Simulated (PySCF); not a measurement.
# One molecule, several mistakes: GeH6NSi

Calculated results; nothing here was measured. The program is PySCF 2.14.0, an open-source quantum chemistry code, run on an isolated molecule that a program drew, which may never have been made. The molecule is GeH6NSi (charge 0, doublet), drawn as the SMILES string `[NH2][GeH2][SiH2]`.

Each row is a Hartree-Fock (HF) and frozen-core CCSD(T) single point in the cc-pV(D+d)Z basis, meant for a local HF minimum. Run 1 is clean. Each other run has one planted mistake out of seven kinds, and not every kind appears here: one electron removed, one electron added, multiplicity raised by two, geometry at a saddle point, minimal basis STO-3G, one bond length entered in bohr, all coordinates scaled. The reference is restricted for singlets and unrestricted otherwise, and also for a bond in bohr. Adding or removing an electron swaps singlet and doublet. Electrons count all cores. HOMO and LUMO are orbital energies over both spins, the gradient is its largest component, and the lowest frequency (negative if imaginary) is given only where the gradient is small. Bond lengths are over the 8 bonds as drawn. T1 is the CCSD diagnostic: over 0.02 (restricted) or 0.045 (unrestricted) a single reference is doubtful. Germanium has the cc-pVDZ-PP basis, with a core potential (ECP10MDF) in place of its 10 inner electrons, and its 3s, 3p and 3d shells are frozen in CCSD(T).

Geometry of the clean run:
```xyz
9
GeH6NSi, angstrom
N     0.0229    2.5823    1.9052
Ge    0.4455    0.8053    1.6014
Si    0.3668    0.0746   -0.6967
H    -0.9145    2.8244    1.6299
H     0.6454    3.2269    1.4468
H    -0.5480   -0.0252    2.4201
H     1.8648    0.5964    2.1391
H    -0.9857    0.1891   -1.3005
H     1.3410    0.7812   -1.5677
```

```
run  electrons  basis functions  <S^2>  HOMO (eV)  LUMO (eV)  gradient (hartree/bohr)  lowest frequency (cm^-1)  mean bond (Å)  longest bond (Å)      T1  HF (hartree)  CCSD(T) (hartree)                 mistake
  1         59               90  0.759      -8.61       1.03                  3.0e-05                       111         1.5391             2.413  0.0152    -640.22383         -640.64292                no fault
  2         59               90  0.762      -8.69       0.67                  6.5e-02                         -         1.6899             2.649  0.0177    -640.16491         -640.59961  all coordinates scaled
  3         59               90  1.580      -8.88       0.91                  1.8e-02                         -         1.6510             2.413  0.0596    -640.09655         -640.50421                       ?
  4         58               90  0.000     -15.46      -6.73                  5.5e-02                         -         1.5391             2.413  0.0329    -639.94019         -640.36090                       ?
```

**Which mistake was planted in run 3, and what did it cost?**

The mean bond changes by a factor of 1.073 and the longest by 1.000, so the molecule wasn't scaled as a whole. A length L in bohr read as angstrom grows by (1/0.5292 - 1) L = 0.890 L. The 8 bonds together grew by 8 x 0.1119 = 0.895 Å, which gives L = 1.006 Å. That is the length of one of the H-N bonds, 1.007 Å in the clean geometry. So the mistake is: one bond length entered in bohr. Subtracting run 1 and multiplying by 627.51 kcal/mol a hartree, the energy moved by 79.9 kcal/mol in HF and 87.0 kcal/mol in CCSD(T).

**Which mistake was planted in run 4, and what did it cost?**

It counts 58 electrons, one fewer than the clean run, at the same geometry and basis. So the mistake is: one electron removed. Subtracting run 1 and multiplying by 627.51 kcal/mol a hartree, the energy moved by 178.0 kcal/mol in HF and 177.0 kcal/mol in CCSD(T).

Cautions from the logs. Run 3: T1 is over the limit, so its CCSD(T) energy is less reliable; run 4: T1 is over the limit, so its CCSD(T) energy is less reliable.
